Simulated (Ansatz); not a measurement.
Compare A (`N[SiH](C=O)CO`) with its isomer B (`CC(=N)O[SiH2]O`).

Isolated molecules relaxed with PBE0-D4/def2-TZVP in Ansatz; ΔE leaves out vibrations. CCSD(T)/CBS is the MP2 limit (def2-TZVPP, def2-QZVPP) plus CCSD(T) − MP2 in def2-TZVPP, frozen cores. Functionals use def2-TZVPP. B3LYP here is the variant with VWN-RPA as its local correlation; programs differ in this. Each species was taken in one conformer, which may not be the lowest.

A:

```xyz
13

N     1.6847    0.3275   -0.5456
Si    0.4153   -0.1416    0.5068
C     0.1799   -2.0512    0.4850
O    -0.6398   -2.5771    1.1997
C    -1.1646    0.6045   -0.2012
O    -0.9178    1.9863   -0.4297
H     1.5631    1.2112   -1.0181
H     2.6512    0.1821   -0.3028
H     0.5793    0.2279    1.9411
H     0.7751   -2.6830   -0.2204
H    -1.4249    0.0832   -1.1332
H    -1.9885    0.4417    0.5057
H    -1.7129    2.3887   -0.7872
```

B:

Z-matrix (Å, degrees):
```
C
C 1 1.492
H 1 1.092 2 109.6
H 1 1.092 2 109.5 3 -117.2
H 1 1.089 2 111.6 3 121.4
N 2 1.270 1 128.1 3 -120.3
O 2 1.338 1 112.7 3 59.8
H 6 1.014 2 111.8 1 1.0
Si 7 1.687 2 118.3 1 -172.4
O 9 1.630 7 112.6 2 -58.0
H 9 1.475 7 104.1 2 -174.2
H 9 1.481 7 106.7 2 67.1
H 10 0.965 9 110.2 7 56.7
```

(1) Which isomer does CCSD(T)/CBS put lower? Give the gap. (An estimate is asked.)

(2) Give E(B) − E(A) in kcal/mol with PBE-D4, r2SCAN-D4, CCSD(T)/def2-TZVPP, B3LYP, MP2/def2-TZVPP, ωB97M-V, PBE0-D4. (Estimate.)

Largest T1 diagnostic: 0.013.

## Answers

(1) Computed: B, by 62.3 kcal/mol.

(2) Ansatz gave: PBE-D4 -58.6, r2SCAN-D4 -63.9, CCSD(T)/def2-TZVPP -62.9, B3LYP -60.8, MP2/def2-TZVPP -65.1, ωB97M-V -62.1, PBE0-D4 -61.0. None reverses the order clearly.

From PBE to PBE0 (25 % exact exchange), in def2-TZVPP and without D4, E(B) − E(A) moves by −2.5 kcal/mol.
